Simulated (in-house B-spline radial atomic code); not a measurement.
A calculation on Sb4+ (with a hole in an inner shell): its settings, and results tabulated from the run. Level of theory: Dirac-Kohn-Sham PBE, spherical fractional occupations, Fermi nucleus of rms radius 4.6802 fm; calculated with an all-electron radial atomic-structure program (B-spline basis).

In the input, a minus or plus after the letter marks the j = l - 1/2 or j = l + 1/2 subshell.

Command:
```bash
python run_scf.py task.json out
```
Settings (nuclear radius in fm, mass in u):
```
Z                51
configuration    1s2 2s2 2p6 3s2 3p6 3d-3 3d+5 4s2 4p6 4d10 5s2 5p1
hamiltonian      dirac
method           pbe,pbe
spin_polarised   False
nucleus          fermi
rms_radius       4.6802
atomic_mass      120.90381
speed_of_light   137.035999084
```

Output (hartree, bohr):
```
 radial grid: 70 intervals, B-splines of order 8, outer radius 30.8511 bohr

 iter        energy (Eh)    residual
    1       -6410.720264    9.14e-01
    2       -6426.482288    9.06e-01
    3       -6438.917953    1.73e-01
    4       -6439.580635    3.91e-02
    5       -6439.599031    1.90e-02
    6       -6439.607083    3.82e-03
    7       -6439.607319    1.27e-04
    8       -6439.607320    1.25e-05
    9       -6439.607320    2.67e-07

 total energy                     -6439.60732
 kinetic                            6798.5462
 electron-nucleus                 -15490.1808
 Hartree                            2417.6225
 exchange-correlation               -165.5952

 first-order corrections (not in the total)
   Gaunt                             5.2565
   retardation                      -0.5396
   frequency dependence             -0.0471
   self-energy                       3.5913
   Uehling                          -0.4752
   Wichmann-Kroll                    0.0102
   recoil                            0.0199

 orbital      occ     eigenvalue          <r>       <r^2>       <1/r>       r_max    small
 1s1/2      2.000     -1117.9336     0.028423  0.00109412     54.3211     0.01835  3.52e-02
 2s1/2      2.000      -174.4328     0.122126   0.0176412     12.6326      0.1038  7.48e-03
 2p1/2      2.000      -163.5418     0.103196   0.0130907     12.6111     0.07983  7.49e-03
 2p3/2      4.000      -154.2831     0.108657   0.0143829     11.7072     0.08444  7.14e-03
 3s1/2      2.000       -37.2384     0.326007     0.12155     4.54667      0.2978  2.25e-03
 3p1/2      2.000       -32.8379     0.315833    0.115847      4.4603      0.2838  2.19e-03
 3p3/2      4.000       -31.0648     0.326665    0.123719     4.23814      0.2939  2.10e-03
 3d3/2      3.000       -23.4087     0.295818    0.103411     4.09564      0.2388  1.98e-03
 3d5/2      5.000       -23.0340     0.299205    0.105649     4.03855      0.2416  1.95e-03
 4s1/2      2.000        -7.9589     0.761153    0.654366     1.84901      0.7024  6.57e-04
 4p1/2      2.000        -6.4029     0.792387    0.715076      1.7465      0.7195  6.00e-04
 4p3/2      4.000        -6.0473     0.818363    0.762523     1.67336       0.742  5.70e-04
 4d3/2      4.000        -3.5339      0.91551    0.976548     1.44854      0.7847  4.45e-04
 4d5/2      6.000        -3.4759      0.92529    0.997399     1.43025      0.7925  4.37e-04
 5s1/2      2.000        -2.0630      1.82568     3.72283     0.71967        1.67  1.41e-04
 5p1/2      0.333        -1.6552      2.02696     4.60185    0.642095       1.836  1.16e-04
 5p3/2      0.667        -1.6020      2.08445     4.86351    0.621636       1.891  1.10e-04
```

Cost of the run: 0.96 s on 1 thread of Arm Neoverse V1, on a shared host.

For the Dirac Hamiltonian the kinetic term is c α·p + (β - 1)c².
